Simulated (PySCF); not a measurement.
Question: Write Cartesian coordinates for `C=C=CB(F)F` as optimised with PBE0-D3(BJ)/def2-TZVP.

Answer: 
```
atom  x, y, z in Å
C1    -1.6648    0.4456   -0.8231
C2    -0.5599   -0.1097   -0.4382
C3     0.5588   -0.6540   -0.0334
B4     1.4277   -0.0011    1.0563
F5     2.5467   -0.5788    1.4617
F6     1.1060    1.1448    1.6285
H7    -2.6045    0.2153   -0.3329
H8    -1.6768    1.1554   -1.6432
H9     0.8740   -1.5932   -0.4828
```

Orientation and origin are arbitrary. Atoms count from 1 in this order. B4 (three-coordinate boron) is planar (angles 122.5°, 120.6° and 116.9°, sum 360.0°, 0.00 Å off the plane of its three neighbours). The 6 heavy atoms lie in one plane (0.006 Å rms).

Bonds between heavy atoms (Å): C1=C2 1.295, C2=C3 1.308, C3–B4 1.539, B4–F5 1.323, B4–F6 1.321.

Level of theory: PBE0-D3(BJ)/def2-TZVP geometry optimisation, gas phase (PySCF 2.14.0).

Point group: Cs (tolerance 0.08 Å). PBE0-D3(BJ)/def2-TZVP frequencies: not computed here.
